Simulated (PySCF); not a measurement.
SMILES [Ge]([NH2])([OH])([NH2])[NH2], PBE0/def2-SVP optimised geometry.

```
12

N     -0.82     0.63     0.00
Ge    -0.32    -1.12     0.00
N     -0.69    -2.14    -1.46
N     -1.17    -1.82     1.45
O      1.47    -1.12     0.00
H     -0.58     1.12    -0.86
H     -1.81     0.77     0.18
H     -1.44    -2.81    -1.36
H      0.12    -2.58    -1.88
H     -1.12    -1.25     2.30
H     -0.93    -2.78     1.68
H      1.81    -0.36     0.48
```

Density from PySCF with PBE0/def2-TZVP at that geometry.

Minimum of the electron density along straight lines between bonded atoms, close to the bond critical point (lines longer than 1.1 times the sum of covalent radii, or with two minima, are not listed):

```
bond    length / Å  ρ at the minimum / e bohr⁻³  ∇²ρ there / e bohr⁻⁵  position (fraction from the first atom)
------  ----------  ---------------------------  --------------------  ---------------------------------------
N1–Ge2       1.826                        0.145                  0.44                                     0.53
Ge2–N3       1.816                        0.147                  0.46                                     0.47
Ge2–N4       1.822                        0.145                  0.45                                     0.47
Ge2–O5       1.782                        0.143                  0.64                                     0.47
N1–H6        1.017                        0.330                 -1.56                                     0.73
N1–H7        1.017                        0.330                 -1.56                                     0.73
N3–H8        1.015                        0.332                 -1.59                                     0.74
N3–H9        1.015                        0.331                 -1.60                                     0.74
N4–H10       1.016                        0.331                 -1.58                                     0.74
N4–H11       1.016                        0.331                 -1.58                                     0.74
O5–H12       0.963                        0.357                 -2.39                                     0.80
```
